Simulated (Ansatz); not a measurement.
All numbers were calculated with Ansatz.

A structure relaxed at PBE0-D4/def2-TZVP, charge 0, multiplicity 1:

Cartesian coordinates in Å:
```
C -0.4033 -1.5768 -1.0568
C 0.2251 -0.2477 -0.6686
C -0.2306 0.2630 0.6970
Al 0.5131 1.9697 1.3017
H -1.4935 -1.4969 -1.0931
H -0.0594 -1.9178 -2.0370
H -0.1566 -2.3529 -0.3264
H -0.0044 0.4976 -1.4388
H 1.3165 -0.3478 -0.6816
H -0.0119 -0.4873 1.4716
H -1.3271 0.3523 0.7189
H 0.0819 2.5693 2.7114
H 1.5503 2.7753 0.4017
```

Q: Give its formula and SMILES.

A: C3H9Al, `CC[CH2][AlH2]`.

Q: Point group (tolerance 0.08 Å, 0.16 Å for H)?

A: Cs.

Q: Summarise the bond lengths by kind.

A: 2 × C–C 1.521 to 1.528 Å; 7 × C–H 1.093 to 1.100 Å; 1 × Al–C 1.958 Å; 2 × Al–H 1.591 to 1.592 Å.
